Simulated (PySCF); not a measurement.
**BrMoN, triplet: data card**

All numbers come from UPBE0/[Mo def2-SVP with ECP28, N def2-SVP, Br def2-SVP], scalar-relativistic core potentials, density fitting, no spin–orbit coupling, PySCF.

The structure is a minimum.

* Point group: Cs
* Bond lengths: Mo–Br 2.467 Å, Mo–N 1.610 Å
* Bond angles: Br–Mo–N 117.0°
* Dipole moment: 4.78 D
* Highest occupied level (α): -6.73 eV
* Principal polarisabilities: 43.7, 48.9, 72.0 bohr³
* Rotational constants: 0.7443, 0.05376, 0.05014 cm⁻¹
* Atomisation energy without zero-point energy: 830 kJ/mol
* Lowest empty level (α): -3.46 eV
* Entropy at 298.15 K and 1 bar (electronic part: spin only): 311.7 J/(mol K)
* Spin squared ⟨S²⟩: 2.060
* Zero-point energy: 9.5 kJ/mol
* Heat capacity Cp at 298.15 K: 49.4 J/(mol K)
* Rotational symmetry number: 1
* Principal quadrupole moments (Buckingham, traceless) about the centre of mass: -11.45, 1.50, 9.95 D Å
* Enthalpy at 298.15 K above 0 K: 12.90 kJ/mol

Harmonic modes (masses in u: Mo 97.905, N 14.003, Br 78.918):
| symmetry | ω (cm⁻¹) | IR (km/mol) |
| --- | --- | --- |
| a' | 135 | 5.3 |
| a' | 278 | 38.9 |
| a' | 1169 | 94.2 |

Charges (e):
```
atom  Mulliken  Löwdin  polar tensor  spin (Mulliken)  Mayer order to Mo1
 Mo1      0.53   -0.07          1.21             2.37                   –
  N2     -0.22    0.03         -0.64            -0.37                2.97
 Br3     -0.31    0.05         -0.57             0.00                1.11
```

Mulliken populations on Mo1 (electrons outside its core potential): s 2.33, p 6.33, d 4.77, f 0.04.

Formally Mo is in oxidation state +4, d2, with 2 unpaired electrons (the high-spin count). The Mulliken spin on Mo is 2.37. The polar-tensor charge on Mo, 1.21, is far below the formal one.

Only a few start shapes were tried, so a lower isomer may exist. Other spin states or occupations of the open shell can lie lower.

The final relaxation and frequency run took 74 s on 2 threads of a shared Arm Neoverse V1 host, with 77 basis functions and 14 gradients; the process peaked at 0.76 GiB.
